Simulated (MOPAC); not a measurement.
A run for MOPAC: PM7 on CH8GeSi (SMILES C[SiH2][GeH3]), a point of a torsion scan.

```
PM7 1SCF PRECISE CHARGE=0 THREADS=1
CH8GeSi

C     -1.58619596 1     0.69546068 1    -0.15018576 1
Si    -0.36143278 1    -0.75800319 1    -0.03209223 1
Ge    -0.91994105 1    -2.12278572 1     1.78558133 1
H     -2.33299893 1     0.64863993 1     0.63908014 1
H     -1.07758979 1     1.65089679 1    -0.06329720 1
H     -2.11287349 1     0.69423526 1    -1.09975539 1
H     -0.39518973 1    -1.54110360 1    -1.27310667 1
H      1.00514179 1    -0.24702449 1     0.12895059 1
H     -1.02441108 1    -1.42287834 1     3.11078896 1
H     -2.24431705 1    -2.82457118 1     1.68783732 1
H      0.03060381 1    -3.24613791 1     2.07684906 1
```

The log:

```
*******************************************************************************
 **                                                                           **
 **                              MOPAC v23.2.5                                **
 **                                                                           **
 *******************************************************************************
 ** MOPAC's Digital Object Identifier: https://doi.org/10.5281/zenodo.6511958 **
 **                                                                           **
 ** Please cite the open-source release paper for use of this MOPAC version:  **
 ** J. E. Moussa and J. J. P. Stewart (2026)                                  **
 ** MOPAC: An open-source semiempirical molecular orbital program             **
 ** J. Open Source Softw., 11(119), 8025, https://doi.org/10.21105/joss.08025 **
 *******************************************************************************

                              PM7 CALCULATION RESULTS

 *******************************************************************************
 *  PM7        - The PM7 Hamiltonian to be used
 *
 *
 *
 *                 CHARGE ON SYSTEM = 0
 *
 *
 *
 *  PRECISE    - TIGHTER CRITERIA TO BE USED
 *  1SCF       - DO 1 SCF AND THEN STOP
 *  THREADS=1  - MULTI-THREADING NOT USED
 *  T=         - A TIME OF 172800.0 SECONDS REQUESTED
 *  DUMP=N     - RESTART FILE WRITTEN EVERY 7200.0 SECONDS REQUESTED
 *******************************************************************************
PM7 1SCF PRECISE CHARGE=0 THREADS=1
 CH8GeSi

   ATOM   CHEMICAL          X               Y               Z
  NUMBER   SYMBOL      (ANGSTROMS)     (ANGSTROMS)     (ANGSTROMS)

     1       C         -1.58619596  *   0.69546068  *  -0.15018576  *
     2      Si         -0.36143278  *  -0.75800319  *  -0.03209223  *
     3      Ge         -0.91994105  *  -2.12278572  *   1.78558133  *
     4       H         -2.33299893  *   0.64863993  *   0.63908014  *
     5       H         -1.07758979  *   1.65089679  *  -0.06329720  *
     6       H         -2.11287349  *   0.69423526  *  -1.09975539  *
     7       H         -0.39518973  *  -1.54110360  *  -1.27310667  *
     8       H          1.00514179  *  -0.24702449  *   0.12895059  *
     9       H         -1.02441108  *  -1.42287834  *   3.11078896  *
    10       H         -2.24431705  *  -2.82457118  *   1.68783732  *
    11       H          0.03060381  *  -3.24613791  *   2.07684906  *



          CARTESIAN COORDINATES

    NO.       ATOM           X           Y           Z

     1         C         -1.5862      0.6955     -0.1502
     2        Si         -0.3614     -0.7580     -0.0321
     3        Ge         -0.9199     -2.1228      1.7856
     4         H         -2.3330      0.6486      0.6391
     5         H         -1.0776      1.6509     -0.0633
     6         H         -2.1129      0.6942     -1.0998
     7         H         -0.3952     -1.5411     -1.2731
     8         H          1.0051     -0.2470      0.1290
     9         H         -1.0244     -1.4229      3.1108
    10         H         -2.2443     -2.8246      1.6878
    11         H          0.0306     -3.2461      2.0768

 General Reference for PM7:
 "Optimization of Parameters for Semiempirical Methods VI: More Modifications to the
 NDDO Approximations and Re-optimization of Parameters", J. J. P. Stewart, J. Mol. Mod., 1:32, 19 (2013)
 https://link.springer.com/article/10.1007/s00894-012-1667-x

           Empirical Formula: C H8 Si Ge  =    11 atoms



      MOLECULAR POINT GROUP   :   C1


      RHF CALCULATION, NO. OF DOUBLY OCCUPIED LEVELS = 10


 -------------------------------------------------------------------------------
 PM7 1SCF PRECISE CHARGE=0 THREADS=1
 CH8GeSi



     1SCF WAS SPECIFIED, SO BFGS WAS NOT USED
     SCF FIELD WAS ACHIEVED


                              PM7 CALCULATION
                                                       MOPAC v23.2.5 Linux




          FINAL HEAT OF FORMATION =          4.86977 KCAL/MOL =      20.37510 KJ/MOL


          COSMO AREA              =        132.79 SQUARE ANGSTROMS
          COSMO VOLUME            =        127.26 CUBIC ANGSTROMS

          IONIZATION POTENTIAL    =         10.438403 EV
          HOMO LUMO ENERGIES (EV) =        -10.438 -0.415
          NO. OF FILLED LEVELS    =         10
          MOLECULAR WEIGHT        =        120.7497         POINT GROUP:  C1

          MOLECULAR DIMENSIONS (Angstroms)

            Atom       Atom       Distance
            H    11    H     6     5.49653
            H    10    H     8     4.17587
            H     9    H     7     3.62721


          SCF CALCULATIONS        =          1





   ATOM   CHEMICAL          X               Y               Z
  NUMBER   SYMBOL      (ANGSTROMS)     (ANGSTROMS)     (ANGSTROMS)

     1       C         -1.58619596  *   0.69546068  *  -0.15018576  *
     2      Si         -0.36143278  *  -0.75800319  *  -0.03209223  *
     3      Ge         -0.91994105  *  -2.12278572  *   1.78558133  *
     4       H         -2.33299893  *   0.64863993  *   0.63908014  *
     5       H         -1.07758979  *   1.65089679  *  -0.06329720  *
     6       H         -2.11287349  *   0.69423526  *  -1.09975539  *
     7       H         -0.39518973  *  -1.54110360  *  -1.27310667  *
     8       H          1.00514179  *  -0.24702449  *   0.12895059  *
     9       H         -1.02441108  *  -1.42287834  *   3.11078896  *
    10       H         -2.24431705  *  -2.82457118  *   1.68783732  *
    11       H          0.03060381  *  -3.24613791  *   2.07684906  *

                             CARTESIAN COORDINATES

   1    C       -1.586195960     0.695460680    -0.150185760
   2   Si       -0.361432780    -0.758003190    -0.032092230
   3   Ge       -0.919941050    -2.122785720     1.785581330
   4    H       -2.332998930     0.648639930     0.639080140
   5    H       -1.077589790     1.650896790    -0.063297200
   6    H       -2.112873490     0.694235260    -1.099755390
   7    H       -0.395189730    -1.541103600    -1.273106670
   8    H        1.005141790    -0.247024490     0.128950590
   9    H       -1.024411080    -1.422878340     3.110788960
  10    H       -2.244317050    -2.824571180     1.687837320
  11    H        0.030603810    -3.246137910     2.076849060


           Empirical Formula: C H8 Si Ge  =    11 atoms



      MOLECULAR POINT GROUP   :   C1


                  EIGENVALUES
 -25.49330 -18.56845 -16.35950 -14.34023 -14.21100 -12.52914 -12.17820 -11.58452
 -11.53388 -10.43840  -0.41541   1.10858   1.12097   1.63850   2.42987   4.44358
   5.75131   5.76581   6.99828   7.56100  21.04546  21.10360  21.80406  21.85194
  22.27115


              NET ATOMIC CHARGES AND DIPOLE CONTRIBUTIONS

  ATOM NO.   TYPE          CHARGE      No. of ELECS.   s-Pop       p-Pop       d-Pop
    1          C          -0.602060        4.6021     1.04815     3.55391
    2         Si           0.033031        3.9670     0.87166     2.95077     0.14454
    3         Ge          -0.289188        4.2892     0.98165     3.30754
    4          H           0.168970        0.8310     0.83103
    5          H           0.169229        0.8308     0.83077
    6          H           0.169226        0.8308     0.83077
    7          H           0.059004        0.9410     0.94100
    8          H           0.058990        0.9410     0.94101
    9          H           0.078037        0.9220     0.92196
   10          H           0.078061        0.9219     0.92194
   11          H           0.076701        0.9233     0.92330
 DIPOLE           X         Y         Z       TOTAL
 POINT-CHG.     0.279    -0.045    -0.238     0.370
 HYBRID        -0.713     0.236     0.494     0.899
 SUM           -0.434     0.191     0.256     0.539


          ATOMIC ORBITAL ELECTRON POPULATIONS

     Atom    s        px        py        pz      x^2-y^2     xz        z^2       yz        xy
    1  C   1.04815   1.18358   1.18409   1.18624
    2 Si   0.87166   0.99299   0.93959   1.01818   0.03151   0.01198   0.02759   0.04028   0.03318
    3 Ge   0.98165   1.10816   1.10210   1.09729
    4  H   0.83103
    5  H   0.83077
    6  H   0.83077
    7  H   0.94100
    8  H   0.94101
    9  H   0.92196
   10  H   0.92194
   11  H   0.92330

 **********************
 *                    *
 * JOB ENDED NORMALLY *
 *                    *
 **********************




 == MOPAC DONE ==
```

The run finished.

Cost: roughly 0.020 core-seconds.
